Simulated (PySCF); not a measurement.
## Bond curve of InO

Set-up: PySCF, spin-free X2C with a Gaussian nucleus, basis sets In x2c-TZVPPall, O x2c-TZVPPall. Energies in eV from In + O in their ground configurations at the same level. State: ²Π (doublet), unpaired electrons π ↑.

```
R (Å)    PBE0     M06  UHF-CCSD(T)
1.797  -2.584  -2.658             
1.881  -3.084  -3.187       -2.933
1.965  -3.352  -3.479       -3.203
2.027  -3.443  -3.586       -3.294
2.090  -3.467  -3.624       -3.316
2.153  -3.440  -3.610       -3.285
2.236  -3.347  -3.532       -3.186
2.341  -3.171  -3.373       -3.001
2.466  -2.909  -3.131       -2.728
2.633  -2.528  -2.771
```

Problem. Put a parabola through the three lowest points of the PBE0 curve and estimate Re, k and ωe (reduced mass 14.04 u; 1 eV/Å² = 0.16022 mdyn/Å; ωe = 1302.8·√(k/μ) cm⁻¹).

Solution. Through R = 2.027, 2.09, 2.153 Å the second-order coefficient is 6.42 eV/Å², so Re ≈ 2.088 Å, k ≈ 2.06 mdyn/Å and ωe ≈ 499 cm⁻¹. A polynomial fit of higher order to the unrounded PBE0 energies gives Re = 2.085 Å, k = 2.11 mdyn/Å, ωe = 505 cm⁻¹; anharmonicity and rounding make the difference.

The higher-order fit for each curve: PBE0: Re = 2.085 Å, ωe = 505 cm⁻¹, De = 3.47 eV; M06: Re = 2.102 Å, ωe = 492 cm⁻¹, De = 3.62 eV; UHF-CCSD(T): Re = 2.082 Å, ωe = 515 cm⁻¹, De = 3.32 eV.

Correlated steps freeze 19 core orbitals. Spin–orbit coupling is left out, which matters for elements this heavy, above all for dissociation energies. The state was picked by a PBE0 search and need not be the measured ground state.
